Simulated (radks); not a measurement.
Results of a calculation; reference values are marked as such.
All-electron atom: Zr3+ in [Kr] 4d1. Level of theory: scalar-relativistic Kohn-Sham, PBE, spin-polarised, spherical densities, point nucleus; open shells are filled with parallel spins first (spin-orbit coupling, left out, can overturn this in heavy ions) (a radial shooting solver on a logarithmic mesh with Libxc functionals).

Normalised radial functions P(r) = r R(r), r in bohr:

r          3d up  3d down
0.00144   0.0000   0.0000
0.00189   0.0000   0.0000
0.002461  0.0000   0.0000
0.00323   0.0001   0.0001
0.00424   0.0001   0.0001
0.005566  0.0002   0.0002
0.007306  0.0005   0.0005
0.009513  0.0011   0.0011
0.01249   0.0024   0.0024
0.01639   0.0051   0.0050
0.02151   0.0106   0.0106
0.02801   0.0213   0.0213
0.03677   0.0428   0.0428
0.04826   0.0836   0.0836
0.06335   0.1568   0.1568
0.08315   0.2804   0.2804
0.1083    0.4647   0.4647
0.1421    0.7262   0.7262
0.1865    1.0356   1.0355
0.2448    1.3238   1.3237
0.3188    1.4853   1.4852
0.4185    1.4406   1.4407
0.5493    1.1734   1.1736
0.721     0.7796   0.7797
0.9464    0.4073   0.4070
1.232     0.1639   0.1634
1.617     0.0444   0.0441
2.123     0.0075   0.0074
2.787     0.0007   0.0007
3.629     0.0000   0.0000
4.763     0.0000   0.0000
6.252     0.0000   0.0000

3d up: eigenvalue -202.50 eV, 0 radial nodes, <r> = 0.452 bohr, 90 % of the charge inside 0.727 bohr. 3d down: eigenvalue -202.40 eV, 0 radial nodes, <r> = 0.452 bohr, 90 % of the charge inside 0.727 bohr.
